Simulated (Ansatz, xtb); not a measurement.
**BH8NO2Si2: which of two isomers lies lower**

We compare I, `NB(O[SiH3])O[SiH3]`, a singlet, with II, `NBO[SiH2]O[SiH3]`, a singlet. Both are isolated molecules in the gas phase, relaxed with PBE0-D4/def2-SVP, each in the lowest conformer that the search found.

I (Å):

```xyz
14

B    -0.2312   -1.2739   -0.5189
N     0.2418   -1.4849   -1.8272
O    -0.1110   -2.2736    0.4130
O    -0.8237   -0.0930   -0.1186
Si   -0.6355   -2.2104    1.9994
Si   -1.3314    1.3185   -0.8274
H     0.6885   -2.3533   -2.0839
H     0.2283   -0.7863   -2.5551
H    -0.3043   -3.5316    2.6038
H    -2.1108   -1.9937    2.0744
H     0.0650   -1.1336    2.7600
H    -1.1555    2.4256    0.1519
H    -2.7684    1.2121   -1.2142
H    -0.5231    1.6097   -2.0545
```

II (Å):

```xyz
14

B     0.5231    2.4650   -0.8988
N     0.0779    3.1095    0.2622
O     0.2983    1.1267   -1.1254
O    -0.5891    0.1870    1.2679
Si   -0.5166   -0.0923   -0.3682
Si    0.2504   -0.0442    2.6846
H     0.2478    4.0908    0.4285
H    -0.4296    2.6370    1.0002
H     1.1309    3.0930   -1.7371
H     0.2203   -1.3587   -0.6256
H    -1.9143   -0.1502   -0.8686
H     1.5199   -0.7876    2.4231
H     0.5661    1.2908    3.2729
H    -0.5934   -0.8170    3.6402
```

**Question.** Estimate E(II) − E(I) at the level CCSD(T)/def2-SVP + ΔMP2/def2-TZVPP.

**Answer.** CCSD(T)/def2-SVP + ΔMP2/def2-TZVPP gives E(II) − E(I) = −7.47 kJ/mol, favouring structure II, but this leans on the basis-set step: CCSD(T) alone gives +12.80 kJ/mol.

The same difference at several levels:

```tsv
level	geometry	E(II) − E(I) (kJ/mol)	departure from the last row (kJ/mol)	job, with rough time for the two
PBE0-D4/def2-SVP	PBE0-D4/def2-SVP	+15.10	+22.57	optimisation, 3.1 min
HF/def2-SVP	PBE0-D4/def2-SVP	+14.70	+22.16	part of the CCSD(T) run
MP2/def2-SVP	PBE0-D4/def2-SVP	+10.29	+17.76	part of the CCSD(T) run
CCSD(T)/def2-SVP	PBE0-D4/def2-SVP	+12.80	+20.27	single point
CCSD(T)/def2-SVP + ΔMP2/def2-TZVPP	PBE0-D4/def2-SVP	−7.47		single point, 59 s
```

As drawn, II has 1 O–Si, 1 B–H in place of 1 B–O, 1 Si–H.

PBE0-D4/def2-SVP, HF/def2-SVP, MP2/def2-SVP, CCSD(T)/def2-SVP put the two in the other order. The largest departure from CCSD(T)/def2-SVP + ΔMP2/def2-TZVPP is that of PBE0-D4/def2-SVP, 22.57 kJ/mol. A small imaginary or near-zero mode remains, so no thermal terms are given. Levels run at GFN2-xTB geometries aren't shown. The last row adds to CCSD(T) the change of the MP2 difference between the two basis sets, here −20.27 kJ/mol, a large step that makes the value less sure.

The correlated steps freeze 14 core orbitals. Codes used: Ansatz 0.2.0, xtb 6.7.1; the last row on 2 threads of Arm Neoverse V2 on a shared host.
